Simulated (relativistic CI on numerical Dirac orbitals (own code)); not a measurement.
L2,3 absorption of iron in several valence states

Computed multiplet spectra 2p⁶3dⁿ → 2p⁵3dⁿ⁺¹ (Dirac-Coulomb-Breit ions, Slater integrals scaled by 0.7, an assumed crystal field that grows with the charge, no charge transfer; 300 K; Lorentzian 0.4 eV and Gaussian 0.3 eV FWHM at both edges, so that L2 comes out sharper than in experiment). Peaks over 5 % are given in eV from the highest peak in the L3 region of each spectrum (height, largest 100). S of the lowest state is read from ⟨S²⟩, and the branching ratio is the share of L3, cut at the minimum between the edges.

Field parameters in Wybourne normalisation: Td as Oh with Dq negative (B⁴₀ = 21Dq, B⁴₄ = √(5/14) B⁴₀). The field is a parameter set, without covalency.

- Fe2+ (d6, Td, 10Dq = -4700 cm⁻¹): S = 2.00, high spin, branching ratio 0.74; peaks 0.0 (100), 0.5 (99), 2.6 (30), 3.8 (12), 12.8 (31), 13.3 (32), 15.2 (11)
- Fe3+ (d5, Td, 10Dq = -6100 cm⁻¹): S = 2.50, high spin, branching ratio 0.75; peaks -1.7 (9), 0.0 (100), 1.2 (40), 3.8 (11), 11.8 (11), 12.5 (17), 14.1 (25)
- Fe4+ (d4, Td, 10Dq = -7450 cm⁻¹): S = 2.00, high spin, branching ratio 0.70; peaks -3.3 (8), 0.0 (100), 0.7 (87), 5.9 (6), 8.3 (22), 9.7 (19), 11.1 (17), 13.0 (34), 13.6 (33), 15.8 (12)
- Fe5+ (d3, Td, 10Dq = -8850 cm⁻¹): S = 1.50, branching ratio 0.65; peaks -2.7 (17), 0.0 (100), 0.9 (72), 1.6 (64), 3.2 (27), 8.7 (27), 9.7 (20), 10.7 (29), 11.4 (23), 12.3 (36), 13.2 (39)

The centroid of the whole edge, which also moves with the branching ratio, lies at 713.3 (Fe2+), 716.1 (Fe3+), 719.7 (Fe4+), 724.5 (Fe5+) eV in this ionic model, in steps of 2.8 to 4.8 eV. Compounds show about 1 to 2 eV a unit and lower energies for the high valences, since ligands screen the charge. The multiplet shape follows the d count and the spin state, and so serves as a fingerprint of valence.
